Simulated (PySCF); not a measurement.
Compound: CH₆F₂SSi₂.
Atom-mapped SMILES: `[CH3:1][Si@@H:2]([F:3])[S:4][SiH2:5][F:6]` (hydrogens: H7, H8, H9 on C1; H10 on Si2; H11, H12 on Si5)

Structure used (GFN2-xTB), in Å, numbered top down from 1:
```
atom  x, y, z in Å
C1    -2.4143   -0.2119   -0.2889
Si2   -0.6857    0.3337    0.2182
F3    -0.3685   -0.2410    1.6954
S4     0.7186   -0.5857   -1.1285
Si5    2.5834   -0.1844   -0.1674
F6     2.6547    1.3930    0.1406
H7    -2.4805   -1.2954   -0.3479
H8    -3.1496    0.1314    0.4323
H9    -2.6861    0.1868   -1.2606
H10   -0.4444    1.7566    0.3410
H11    3.5948   -0.4676   -1.1575
H12    2.6787   -0.8162    1.1298
```

Method used: PySCF, TDDFT CAM-B3LYP/def2-SVPD, vertical, gas phase, core orbitals frozen in the response.

Transition dipole moments from the ground state, in atomic units and in the frame of the coordinates above (overall signs are arbitrary), for the states with f of 0.002 or more among the lowest 7:

```csv
state,E (eV),μx,μy,μz
S1,6.276,-0.380,0.166,-0.030
S2,6.846,-0.043,0.021,0.156
S3,7.095,0.062,0.389,-0.228
S4,7.388,0.021,-0.159,-0.205
S5,7.883,0.026,0.254,-0.076
S6,7.969,0.290,0.130,-0.059
S7,8.002,0.295,0.098,-0.113
```

(1) What oscillator strength does each state have?

(2) What angle do the transition dipoles of S1 and S7 make?

Answers

(1) f = (2/3) ΔE |μ|² with ΔE in hartree (27.2114 eV).

| state | \|μ\|² (au) | \|μ\| (D) | f |
| --- | --- | --- | --- |
| S1 | 0.172 | 1.06 | 0.027 |
| S2 | 0.027 | 0.42 | 0.004 |
| S3 | 0.207 | 1.16 | 0.036 |
| S4 | 0.068 | 0.66 | 0.012 |
| S5 | 0.071 | 0.68 | 0.014 |
| S6 | 0.105 | 0.82 | 0.020 |
| S7 | 0.109 | 0.84 | 0.021 |

(2) |cos θ| = |μa·μb| / (|μa| |μb|) = 0.67, so θ ≈ 48° (taken between 0 and 90°, since the signs are arbitrary).

One conformer stands for the species.

Without π bonds the low states may be Rydberg-like; a valence basis with one diffuse set may place them up to an eV too high.
